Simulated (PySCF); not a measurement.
## From computed data to an observable: oscillator strength and radiative lifetime

prop-2-enylboronamidic acid (C3H8BNO), SMILES C=CCB(N)O.

Coordinates come from a PBE-D3(BJ)/def2-SVP optimisation. Other conformers were not sampled.

TDDFT-B3LYP/def2-SVPD (PySCF) puts the first singlet state with f over 0.02 at 6.68 eV (vertical), with the transition dipole (0.937, 0.276, 0.533) in atomic units.

Find the oscillator strength, the wavelength and the radiative lifetime that this transition would have in vacuum if emission retraced absorption.


|μ|² = 1.2382 au, so |μ| = 2.83 D. ΔE = 6.68/27.211 = 0.2455 hartree. f = (2/3) ΔE |μ|² = 0.203 (the program prints 0.203).
λ = 1239.84/6.68 = 186 nm; ν = 53878 cm⁻¹.
Einstein's coefficient A = 0.6670 ν² f s⁻¹ (ν in cm⁻¹) = 3.9e8 s⁻¹, so τ = 1/A = 2.5 ns. This state is S3; the lower singlets have f = 0.004, 0.007. The figure is the radiative limit of this one transition; relaxation, internal conversion, crossing to triplets and a medium change what is measured.
